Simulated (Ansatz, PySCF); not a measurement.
trichloroethylene (C₂HCl₃), SMILES ClC=C(Cl)Cl. Atoms are numbered in the order given.

```xyz
6

Cl     0.3635     2.2674     0.0000
C      0.9236     0.6372     0.0000
C      0.1112    -0.4296     0.0000
Cl    -1.6108    -0.3262     0.0000
Cl     0.7737    -2.0344     0.0000
H      2.0065     0.5105     0.0000
```

The structure is a stationary point at B3LYP-D3(BJ)/def2-SVP.

Two levels are set side by side: PBE-D3(BJ)/def2-SVP (Ansatz, a quantum-chemistry and plane-wave program) and B3LYP-D3(BJ)/def2-SVP (Ansatz). Each level has its own optimised geometry; the coordinates shown are those of the second. Frequencies come from the Hessian of PySCF at each geometry. Differences are taken from unrounded values.

| quantity | B3LYP-D3(BJ) | PBE-D3(BJ) | PBE-D3(BJ) minus B3LYP-D3(BJ) |
|---|---|---|---|
| mean bond length (Å) | 1.523 | 1.526 | 0.003 |
| bond Cl1–C2 (Å) | 1.724 | 1.721 | -0.003 |
| bond C2–C3 (Å) | 1.341 | 1.353 | 0.012 |
| bond C3–Cl4 (Å) | 1.725 | 1.724 | -0.001 |
| bond C3–Cl5 (Å) | 1.736 | 1.734 | -0.002 |
| bond C2–H6 (Å) | 1.090 | 1.099 | 0.009 |
| highest harmonic wavenumber (cm⁻¹) | 3228 | 3158 | -70 |
| mean harmonic wavenumber (cm⁻¹) | 902 | 877 | -25 |
| zero-point energy (kcal/mol) | 15.47 | 15.04 | -0.43 |
